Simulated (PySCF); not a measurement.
**`C1=C(F)C=CC(/C=C/Cl)=C1`, C8H6ClF**

Geometry:
```csv
atom,x (Å),y (Å),z (Å)
F1,-2.706,0.254,0.508
C2,-1.426,0.175,0.152
C3,-0.626,1.310,0.237
C4,0.709,1.226,-0.133
C5,1.264,0.018,-0.591
C6,2.664,-0.125,-0.992
C7,3.591,0.841,-0.982
Cl8,5.220,0.579,-1.473
C9,0.424,-1.104,-0.663
C10,-0.916,-1.036,-0.296
H11,-1.062,2.245,0.594
H12,1.329,2.122,-0.062
H13,2.970,-1.120,-1.330
H14,3.401,1.868,-0.666
H15,0.833,-2.054,-1.017
H16,-1.571,-1.907,-0.351
```

The calculation used PySCF 2.14.0, quadratic response CAM-B3LYP/aug-cc-pVDZ first hyperpolarisability, Taylor convention, gas phase. Geometry: PBE0-D3(BJ)/def2-SVP.

Q: What is the first hyperpolarisability, and how does it disperse?

A: In au, Taylor convention; the vector part is βᵢ = ⅓ Σⱼ (βᵢⱼⱼ + βⱼᵢⱼ + βⱼⱼᵢ); β∥ is 3/5 of the vector part along the dipole, the dipole points from − to +:
```
                   process  λ (nm)  β vector norm    β∥  β HRS  depolarisation ratio
           static β(0;0,0)       ∞          106.2  53.4   50.5                  3.48
second harmonic β(−2ω;ω,ω)    1907          108.6  54.1   52.4                  3.34
         Pockels β(−ω;ω,0)    1907          107.0  53.6      –                     –
second harmonic β(−2ω;ω,ω)    1064          114.5  56.1   57.4                  2.95
         Pockels β(−ω;ω,0)    1064          108.8  54.2      –                     –
```

Q: Which lowest excitations, dipole and polarisabilities go with it?

A: S1 4.68 eV (f = 0.301); S2 5.03 eV (f = 0.214); S3 5.74 eV (f = 0.000); dipole 0.37 D; isotropic α 116.6 au static, 117.2 au at 1907 nm, 118.7 au at 1064 nm, 119.2 au at 953.5 nm, 126.3 au at 532 nm.
